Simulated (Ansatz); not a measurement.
A nudged elastic band was laid between two geometries of CH7NSi + FH (12 atoms, charge 0, multiplicity 1).

Level of theory: Ansatz 0.2.0, RKS BHLYP-D4/cc-pVDZ.

- movable images: 7
- climbing image: yes
- spring: 5.0 eV/Å²
- optimiser: quadratic models (default)
- start path: through a guess of the saddle point
- force threshold: 0.05 eV/Å
- iteration limit: 60
- end points: relaxed

Image 0:

```xyz
12
Properties=species:S:1:pos:R:3
Si -0.753 0.062 1.271
N 0.110 -0.528 -0.159
C -0.125 0.126 -1.444
H -2.230 -0.084 1.141
H -0.423 1.497 1.420
H -0.277 -0.739 2.421
H 1.676 -0.070 0.303
F 2.450 0.337 0.654
H 0.082 -1.536 -0.252
H 0.041 1.200 -1.334
H -1.140 -0.026 -1.833
H 0.587 -0.239 -2.188
```

Image 8:

```xyz
12
Properties=species:S:1:pos:R:3
Si -0.410 0.570 1.733
N 0.346 -0.849 -0.442
C 0.114 -0.073 -1.650
H -1.636 0.466 0.915
H -0.730 1.454 2.893
H 0.082 -0.709 2.284
H 1.341 -0.937 -0.275
F 0.781 1.416 0.967
H -0.008 -1.792 -0.550
H 0.522 0.929 -1.502
H -0.963 0.028 -1.814
H 0.558 -0.502 -2.559
```

**Question.** Which bonds break or form, and what moves?

**Answer.** Bonds broken: Si1–N2, H7–F8. Bonds formed: Si1–F8, N2–H7. CH7NSi + FH becomes CH5N + FH3Si.

**Question.** Give the energies along the band, and the barrier.

**Answer.** The forces met the threshold. The highest image is number 2 of 0 to 8, 0.63 eV above the first end and 1.27 eV above the last; the last end lies 0.64 eV below the first. A vibrational analysis at the climbing image gives one clearly imaginary mode, 808i cm⁻¹: a first-order saddle point. The orbitals stay closed-shell, which can raise the energy where a bond breaks towards radicals; this wasn't checked here.

| image | path coordinate (Å) | energy (eV) | Si1–N2 (Å) | H7–F8 (Å) | Si1–F8 (Å) |
| --- | --- | --- | --- | --- | --- |
| 0 | 0.00 | 0.00 | 1.77 | 0.94 | 3.27 |
| 1 | 0.70 | 0.06 | 1.79 | 0.95 | 2.81 |
| 2 | 1.41 | 0.63 | 1.87 | 1.23 | 2.17 |
| 3 | 1.97 | 0.12 | 1.97 | 1.74 | 1.80 |
| 4 | 2.54 | -0.05 | 2.10 | 2.09 | 1.71 |
| 5 | 3.10 | -0.20 | 2.25 | 2.20 | 1.69 |
| 6 | 3.66 | -0.46 | 2.43 | 2.33 | 1.66 |
| 7 | 4.23 | -0.62 | 2.62 | 2.52 | 1.65 |
| 8 | 4.79 | -0.64 | 2.71 | 2.72 | 1.65 |

**Question.** What is the geometry of the highest image?

**Answer.** 
```xyz
12
Properties=species:S:1:pos:R:3
Si -0.419 0.128 1.315
N 0.295 -0.535 -0.282
C -0.114 0.133 -1.517
H -1.875 -0.172 1.050
H -0.384 1.599 1.389
H -0.096 -0.705 2.488
H 1.320 -0.206 0.201
F 1.740 0.350 1.213
H 0.166 -1.538 -0.355
H 0.201 1.178 -1.471
H -1.199 0.100 -1.650
H 0.366 -0.332 -2.381
```

**Question.** What are the harmonic wavenumbers there?

**Answer.** 808i, 107, 203, 240, 340, 463, 580, 630, 698, 742, 872, 976, 1034, 1071, 1105, 1140, 1204, 1396, 1498, 1528, 1539, 1598, 1960, 2139, 2304, 2334, 3130, 3210, 3228, 3626 cm⁻¹.

Time of the run: 110 s on 2 threads of AMD EPYC 9R45 96-Core Processor (Zen 5) (shared host), peak memory 0.22 GiB.
